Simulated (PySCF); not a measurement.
C4H7BO. Atoms are numbered in the order given.

```xyz
13

B      0.2012    -0.0838     0.0000
C     -0.2622    -1.5582     0.0000
C     -0.5726    -2.7351     0.0000
H     -0.8593    -3.7714     0.0000
C      1.7461     0.2243     0.0000
H      2.0297     1.2858     0.0000
H      2.2089    -0.2575    -0.8775
H      2.2089    -0.2575     0.8775
O     -0.7922     0.8325     0.0000
C     -0.6431     2.2246     0.0000
H     -1.1380     2.6411    -0.8911
H     -1.1380     2.6411     0.8911
H      0.4104     2.5438     0.0000
```
Charge 0, spin multiplicity 1.

Geometry: PBE0-D3(BJ)/def2-SVP. The structure was generated by enumeration, and PubChem lists no compound with its InChIKey, so it may never have been made. The values are those of a single conformer.

These are TDA-LC-ωPBE/def2-SVPD (PySCF) values and carry that method's errors.

Vertical excitations. The molecule is in vacuum. State labels are in the subgroup Cs.

Computed lowest excited states:
```
state  symmetry  energy (eV)  λ (nm)      f                                                                   main pairs
-----  --------  -----------  ------  -----  ---------------------------------------------------------------------------
S1           A"         5.45     228  0.000                                                               HOMO→LUMO 90 %
S2           A'         6.24     199  0.052                         HOMO−1→LUMO 61 %, HOMO→LUMO+5 14 %, HOMO→LUMO+3 12 %
S3           A"         6.87     181  0.001  HOMO−1→LUMO+5 30 %, HOMO−1→LUMO+3 25 %, HOMO−2→LUMO 21 %, HOMO−1→LUMO+2 9 %
S4           A"         6.98     178  0.000                                         HOMO−2→LUMO 67 %, HOMO−1→LUMO+5 10 %
S5           A'         8.33     149  0.073                                           HOMO→LUMO+1 67 %, HOMO→LUMO+2 15 %
S6           A"         8.43     147  0.071                                                           HOMO−1→LUMO+1 74 %
S7           A'         8.63     144  0.439                                           HOMO−3→LUMO 67 %, HOMO−1→LUMO 13 %
S8           A'         8.86     140  0.026                                                           HOMO−2→LUMO+1 74 %
S9           A"         9.12     136  0.001  HOMO−3→LUMO+1 36 %, HOMO−1→LUMO+2 12 %, HOMO−1→LUMO+4 11 %, HOMO−5→LUMO 8 %
S10          A"         9.13     136  0.000                       HOMO−4→LUMO 37 %, HOMO−5→LUMO 30 %, HOMO−3→LUMO+1 10 %
T1           A'         4.55     273      0                                                             HOMO−1→LUMO 75 %
T2           A"         4.92     252      0                                                               HOMO→LUMO 82 %
T3           A'         5.47     227      0        HOMO→LUMO+5 40 %, HOMO→LUMO+3 30 %, HOMO→LUMO+2 10 %, HOMO−1→LUMO 7 %
T4           A"         6.34     195      0      HOMO−1→LUMO+5 28 %, HOMO−1→LUMO+3 22 %, HOMO−2→LUMO 21 %, HOMO→LUMO 8 %
```
Triplets are in the Tamm–Dancoff approximation.
